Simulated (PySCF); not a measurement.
Interval between two levels of Au²⁺ by level of theory

Au²⁺ [Xe] 4f14 5d9 [2D5/2, M_J = 5/2] → Au²⁺ [Xe] 4f14 5d8 6s1 [4F9/2, M_J = 9/2], as a difference of total energies. Calculation: PySCF 2.14, in x2c-SVPall-2c with one added diffuse shell each of s, d type (8s9p10d2f, 99 functions); the two-component X2C-1e Hamiltonian. Correlated levels: [Kr] 4d10 4f14 frozen; the 22 highest virtual spinors dropped. "Screened" scales the spin-orbit matrix elements by Boettger's factors to mimic the two-electron term; Breit and QED terms are absent.

```csv
method,interval between two levels (cm⁻¹)
GHF (spin-free),32019
GMP2 (spin-free),36272
GHF (screened spin-orbit),27651
GMP2 (screened spin-orbit),31854
```

The labels give the starting determinants; with spin-orbit coupling the two ends relaxed to ⟨J²⟩ = 8.81, ⟨L²⟩ = 6.18, ⟨S²⟩ = 0.90 and ⟨J²⟩ = 24.76, ⟨L²⟩ = 12.40, ⟨S²⟩ = 3.79.
